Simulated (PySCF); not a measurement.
**Orbital energies and ionisation energy**

Species: C4H12OSi.
Z-matrix (Å and degrees, PBE0-D3(BJ)/def2-SVP geometry), rows numbered from 1:
```
C 
O   1  1.3921
C   2  1.4005  1  114.08
C   3  1.5188  2  108.43  1   179.19
C   4  1.5281  3  112.25  2    71.94
Si  4  1.9037  3  109.96  2   -52.55
H   1  1.1081  2  111.91  3    61.07
H   1  1.1083  2  111.95  3   -60.15
H   1  1.0989  2  107.97  3  -179.56
H   3  1.1122  2  110.24  1   -59.52
H   3  1.1104  2  110.23  1    58.20
H   4  1.1049  3  107.50  2  -167.63
H   5  1.1005  4  110.43  3   -57.64
H   5  1.1013  4  112.03  3  -177.91
H   5  1.1029  4  111.17  3    61.79
H   6  1.4965  4  110.30  3   -43.37
H   6  1.4923  4  112.31  3    79.12
H   6  1.4986  4  108.75  3  -161.77
```

Level: CAM-B3LYP/def2-SVPD (PySCF). Frontier orbitals with their largest atomic shares (Löwdin; up to four atoms above 4 %):

```csv
orbital,ε (eV),main atoms
HOMO−3,-10.60,"Si6 29 %, H16 19 %, H18 18 %, C4 9 %"
HOMO−2,-10.44,"Si6 28 %, H17 20 %, O2 14 %, H18 12 %"
HOMO−1,-9.61,"C4 31 %, Si6 21 %, C5 10 %, C3 6 %"
HOMO,-9.04,?
LUMO,1.20,"Si6 19 %, C1 12 %, C3 9 %, C5 8 %"
LUMO+1,1.67,"C1 23 %, H7 10 %, H8 9 %, H9 8 %"
LUMO+2,1.84,"Si6 42 %, H17 11 %, H18 11 %, H16 10 %"
```

**Question.** What vertical ionisation energy does ΔSCF give, and how far is −ε(HOMO) from it?

**Answer.** ΔSCF: 9.84 eV (950 kJ/mol; threshold wavelength 126 nm); ⟨S²⟩ of the doublet left behind is 0.755, against 0.75 for a pure doublet. −ε(HOMO) is 9.04 eV, 0.80 eV below it. For the exact functional −ε(HOMO) would equal the first vertical ionisation energy; CAM-B3LYP (range-separated hybrid) falls short of its own ΔSCF value by 8 %.

**Question.** On which atoms does the HOMO lie?

**Answer.** O2 (ether oxygen) 54 %, C3 (sp3 carbon bound to oxygen) 11 %, C1 (methoxy carbon) 9 %, H10 (methylene hydrogen) 6 %. The HOMO−1 lies 0.57 eV lower.

**Question.** How many of the 10 lowest singlet excitations (vertical TDDFT, same level) lie below the ionisation energy?

**Answer.** All 10; they run from 7.23 to 8.78 eV.

**Question.** What kinetic energy would electrons from this vertical process carry with He II light (40.814 eV)?

**Answer.** 40.81 − 9.84 = 30.97 eV.

**Question.** With α = 83.6 au, estimate the like-pair dispersion coefficient by London's formula C6 = (3/4)α²I.

**Answer.** I = 0.3617 Eh, so C6 ≈ 1900 au, a rough estimate.

**Question.** What total energies stand behind the ΔSCF value?

**Answer.** E(N) = -523.97643 Eh and E(N − 1) = -523.61473 Eh at the same geometry, 0.36170 Eh apart.

The structure is a single PBE0-D3(BJ)/def2-SVP conformer in the gas phase; no vibrational or solvent corrections.

The run behind these numbers computed excited states and ΔSCF ions as well. Time: 2.3 min. Hardware: an Arm Neoverse V2 with one thread (shared host).
